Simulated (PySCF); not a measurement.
Job file and geometry (Å, from PBE0-D3(BJ)/def2-SVP) of an NMR shielding run on `[SiH3]N[SiH2]Oc1ccccc1`, C6H11NOSi2, GIAO PBE0/pcSseg-1 NMR shielding, non-relativistic, gas phase in PySCF 2.14.0, density-fitted response routines; density fitting, a coarse starting grid and PySCF grid level 2 are the driver's defaults:

```
$ OMP_NUM_THREADS=1 python probes_run.py task.json out

{"job": {"kind": "nmr", "xc": "PBE0", "basis": "pcSseg-1"}, "charge": 0, "multiplicity": 1}
Si     4.093523    -0.747339    -0.414690
N      3.033767    -0.205499     0.863876
Si     1.566547     0.677779     0.714372
O      0.308973    -0.398254     0.408786
C     -1.002819    -0.145744     0.212851
C     -1.539215     1.147172     0.244209
C     -2.904084     1.339716     0.034625
C     -3.744671     0.255849    -0.207368
C     -3.206683    -1.031959    -0.238857
C     -1.847000    -1.235401    -0.030916
H      5.518970    -0.442787    -0.081967
H      3.692315    -0.007603    -1.645902
H      3.994331    -2.218523    -0.666076
H      3.219051    -0.586958     1.788401
H      1.678478     1.622517    -0.431093
H      1.278436     1.384818     1.994909
H     -0.892274     2.008181     0.432401
H     -3.310299     2.353876     0.061910
H     -4.812856     0.412378    -0.370983
H     -3.854933    -1.891129    -0.428604
H     -1.408272    -2.234679    -0.052731
```

Q: What does the program print?

A: 
```
coarse grid: 18736 points
cycle   1  E = -943.3895412309  dE =  1.366e+00  |g| = 7.404e-01  |ddm| = 4.414e+00
cycle   2  E = -943.2846610203  dE =  1.049e-01  |g| = 1.053e+00  |ddm| = 1.619e+00
cycle   3  E = -943.4951248695  dE = -2.105e-01  |g| = 1.244e-01  |ddm| = 1.064e+00
cycle   4  E = -943.4980220373  dE = -2.897e-03  |g| = 4.725e-02  |ddm| = 1.492e-01
cycle   5  E = -943.4984883372  dE = -4.663e-04  |g| = 1.758e-02  |ddm| = 5.519e-02
cycle   6  E = -943.4985612751  dE = -7.294e-05  |g| = 4.611e-03  |ddm| = 2.039e-02
cycle   7  E = -943.4985663440  dE = -5.069e-06  |g| = 1.171e-03  |ddm| = 5.167e-03
final grid: 172392 points
cycle   8  E = -943.5633468826  dE = -2.513e-05  |g| = 1.104e-02  |ddm| = 3.974e-02
cycle   9  E = -943.5633149776  dE =  3.191e-05  |g| = 1.707e-02  |ddm| = 2.136e-02
cycle  10  E = -943.5633713717  dE = -5.639e-05  |g| = 1.523e-03  |ddm| = 1.358e-02
cycle  11  E = -943.5633718873  dE = -5.156e-07  |g| = 3.205e-04  |ddm| = 1.868e-03
cycle  12  E = -943.5633719046  dE = -1.732e-08  |g| = 1.589e-04  |ddm| = 4.122e-04
cycle  13  E = -943.5633719113  dE = -6.699e-09  |g| = 3.234e-05  |ddm| = 1.760e-04
cycle  14  E = -943.5633719116  dE = -2.567e-10  |g| = 1.037e-05  |ddm| = 4.209e-05
converged SCF energy = -943.5633719116

GIAO shielding tensors (ppm)
atom      isotropic    diamagn.    paramagn.     s11        s22        s33       span
  0 Si     400.446     878.014    -477.568    359.792    375.124    466.422    106.629
  1 N      243.411     325.658     -82.247    212.407    252.919    264.906     52.499
  2 Si     382.605     882.740    -500.136    347.603    389.851    410.360     62.758
  3 O      195.971     404.387    -208.416    145.750    217.387    224.776     79.026
  4 C       23.029     248.475    -225.446    -70.822     24.599    115.310    186.132
  5 C       64.710     259.912    -195.202    -23.647     57.367    160.411    184.058
  6 C       49.533     252.820    -203.286    -60.744     37.235    172.109    232.853
  7 C       58.753     254.352    -195.600    -48.532     47.902    176.888    225.420
  8 C       48.711     253.558    -204.847    -62.169     35.618    172.683    234.853
  9 C       59.569     253.321    -193.753    -30.569     48.992    160.282    190.851
 10 H       26.483      25.913       0.570     22.776     24.554     32.120      9.344
 11 H       26.545      29.045      -2.500     23.528     25.854     30.252      6.724
 12 H       26.387      28.311      -1.924     22.509     24.840     31.813      9.305
 13 H       30.659      31.087      -0.428     22.602     27.962     41.413     18.810
 14 H       26.206      32.614      -6.408     22.111     26.250     30.258      8.147
 15 H       26.101      31.098      -4.998     21.831     25.645     30.826      8.995
 16 H       24.662      34.872     -10.210     20.278     24.302     29.405      9.127
 17 H       23.962      29.362      -5.400     20.519     24.349     27.018      6.499
 18 H       24.244      27.791      -3.547     21.010     25.227     26.495      5.484
 19 H       23.865      28.803      -4.937     20.475     24.451     26.670      6.195
 20 H       24.176      33.057      -8.881     20.222     23.833     28.473      8.251
```

Q: Turn these shieldings into chemical shifts. δ = σ(ref) − σ, references computed at the same level: ²⁹Si (351.99 ppm) and ¹³C (184.41 ppm) and ¹H (31.27 ppm) against TMS; NH3 for ¹⁵N (265.67 ppm); H2O for ¹⁷O (334.56 ppm).

A: Averaging equivalent atoms: Si 2: -30.6; Si 0: -48.5; N 1: 22.3; O 3: 138.6; C 4: 161.4; C 6/8: 135.3; C 7: 125.7; C 5/9: 122.3; H 17/19: 7.35; H 18: 7.02; H 16/20: 6.85; H 14/15: 5.11; H 10/11/12: 4.80; H 13: 0.61 ppm. Experimental scales use liquid or dissolved standards, which lie at an offset from isolated NH3 (liquid NH3: subtract about 20 ppm) and H2O (liquid H2O: subtract about 36 ppm).

Size and cost of the density-fitted run: 239 basis functions, 99 s wall time on 1 thread of an Arm Neoverse N1, shared host; peak memory 1.3 GiB.
